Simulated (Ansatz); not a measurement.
Series (ClBeX)2: PBE-D4/def2-SVP single points in Ansatz on relaxed structures, gas phase. Binding counts from free atoms in the multiplicity of their measured ground term, without zero-point energy. The structures are stationary points that may keep the symmetry of their start.

| species | atoms | state | geometry | HOMO (eV) | LUMO (eV) | gap (eV) | binding per atom (eV) | point group (within 0.1 Å) |
| --- | --- | --- | --- | --- | --- | --- | --- | --- |
| (ClBe-mu-F)2 (Be2Cl2F2) | 6 | singlet | r2SCAN-D4/def2-SVP | -7.88 | -1.38 | 6.50 | 4.19 | D2h |
| (ClBe-mu-H)2 (Be2H2Cl2) | 6 | singlet | PBE-D4/def2-TZVP | -7.41 | -3.22 | 4.19 | 2.99 | – |
| (ClBe-mu-Cl)2 (Be2Cl4) | 6 | singlet | PBE0-D4/def2-SVP | -7.69 | -1.41 | 6.28 | 3.52 | D2h |
| (ClBe-mu-OH)2 (Be2Cl2O2H2) | 8 | singlet | r2SCAN-D4/def2-SVP | -7.13 | -0.97 | 6.16 | 4.13 | D2h |
| (ClBe-mu-NH2)2 (Be2N2Cl2H4) | 10 | singlet | PBE-D4/def2-SVP | -6.63 | -1.22 | 5.41 | 3.78 | C2v |

The gap (eV) runs from 4.19 ((ClBe-mu-H)2) to 6.50 ((ClBe-mu-F)2).
